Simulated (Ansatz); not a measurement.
Calculated with Ansatz (gas phase, PBE0-D4/def2-TZVP geometries, no zero-point term in ΔE). CCSD(T)/CBS is the MP2 limit (def2-TZVPP, def2-QZVPP) plus CCSD(T) − MP2 in def2-TZVPP, frozen cores. This one scheme is used for every species. DFT in def2-TZVPP. B3LYP here is the variant with VWN-RPA as its local correlation; programs differ in this. HSE06 is defined as in plane-wave codes. For Mg outer-core shells are correlated without core-valence functions, which leaves a few kJ/mol of doubt a bond. Each species was taken in one conformer, which may not be the lowest.

Reaction (hydrogenolysis of a Mg–S bond): `C[S][Mg][O][SiH3]` + H₂ → `[MgH][O][SiH3]` + CH₃SH

```csv
level,ΔE (kJ/mol),difference from CCSD(T)/CBS
PBE-D4,88.0,-6.8
revPBE-D4,88.6,-6.2
PBE0-D4,87.1,-7.7
B3LYP-D4,85.9,-8.9
r2SCANh-D4,92.7,-2.1
HSE06-D4,87.5,-7.3
ωB97X-V,82.8,-12.0
revPBE,85.8,-9.0
r2SCANh,91.7,-3.1
HF/def2-SVP,75.9,-18.9
CCSD/def2-SVP,83.2,-11.6
CCSD(T)/def2-SVP,86.2,-8.6
CCSD/def2-TZVPP,82.9,-11.9
MP2/def2-QZVPP,102.2,7.4
SCS-MP2/def2-QZVPP,94.8,0.0
MP2/CBS(def2),105.5,10.7
CCSD(T)/CBS,94.8,0
```

Largest T1 diagnostic among the species: 0.011.

In def2-TZVPP, CCSD(T) changes the Hartree–Fock value by +12.9 kJ/mol (the triples alone add +3.8 kJ/mol) and MP2 by +23.6 kJ/mol. The D4 term adds +4.1 kJ/mol with B3LYP and +2.5 kJ/mol with PBE0; it sums over pairs of atoms, weighted by their polarisabilities, and B3LYP, whose exchange is more repulsive, gets the larger term.
